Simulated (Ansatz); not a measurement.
Cost and result up the ladder for In₇As₇H₂₀ (34 atoms). Charge 0, multiplicity 1. Geometry: PBE-D4/def2-SVP.

Cartesian coordinates in Å:
```
In 0.862 -0.303 4.206
In -3.301 1.131 -2.828
In -1.262 -2.066 0.437
In -0.972 2.339 1.247
In 3.443 1.217 0.825
In 2.067 0.026 -1.888
In 3.025 -3.109 1.034
As -3.023 2.561 -0.517
As -1.047 -0.112 2.231
As 2.869 -0.785 2.442
As -3.046 -1.213 -1.447
As -0.942 1.465 -3.964
As 1.132 -2.148 -0.713
As 1.147 2.022 -0.340
H 0.550 -1.770 5.082
H 1.010 1.330 4.793
H -4.909 1.317 -3.467
H -1.846 -3.592 1.044
H -0.900 3.727 2.291
H 4.789 2.302 0.958
H 3.712 0.145 -0.831
H 2.474 0.228 -3.555
H 2.239 -4.360 1.949
H 4.530 -3.127 0.165
H -4.312 2.476 0.302
H -3.151 4.047 -0.852
H -2.408 -0.152 2.932
H 4.141 -0.765 3.294
H -4.412 -1.602 -0.875
H -3.018 -2.313 -2.509
H -0.490 0.130 -3.330
H -1.413 0.725 -5.236
H 0.942 -3.118 -1.881
H 1.522 3.347 -1.001
```

Ansatz on 2 threads of AMD EPYC 7R13 on a shared host and a share (18 GiB) of an NVIDIA H100 80GB HBM3. Times are rough, and most runs start from the orbitals of an earlier one. No level here is sound enough to serve as a yardstick. Binding counts from free atoms at the same level (In doublet, As quartet, H doublet; other spins of the atoms weren't run), without zero-point energy or a counterpoise term.

In the def2 sets In takes a core potential; there is no spin–orbit coupling. B3LYP takes the VWN-RPA correlation. Correlated methods freeze 91 core orbitals; core or outer-core shells of In, As are correlated, in sets that lack core-valence functions. The rows differ in basis, and correlated rows in double-zeta sets carry the largest basis error. Single mean-field runs in def2-SVP, def2-TZVP are fitted with def2-universal-jkfit.

Correlated methods converge slowly with the basis, most of all in double-zeta sets.

```tsv
level	functions	binding energy per atom (eV)
PBE-D4/def2-SVP (with forces)	506	2.34
B3LYP-D4/def2-SVP	506	2.34
BHLYP-D4/def2-SVP	506	2.32
MP2/def2-SVP	506	2.14
PBE0-D4/def2-SVP (with forces)	506	2.33
PBE0-D4/def2-TZVP	806	2.35
r2SCANh-D4/def2-SVP	506	2.34
PBE-D4/def2-TZVP	806	2.35
r2SCAN-D4/def2-SVP	506	2.35
```

Q: Estimate how long each takes.

A: BHLYP-D4/def2-SVP 8.5 s; r2SCAN-D4/def2-SVP 9 s; r2SCANh-D4/def2-SVP 10 s; PBE-D4/def2-TZVP 10 s; B3LYP-D4/def2-SVP 11 s; PBE0-D4/def2-SVP (with forces) 13 s; PBE-D4/def2-SVP (with forces) 13 s; PBE0-D4/def2-TZVP 14 s; MP2/def2-SVP 20 s. On shared hardware such times vary by a factor of up to 3.
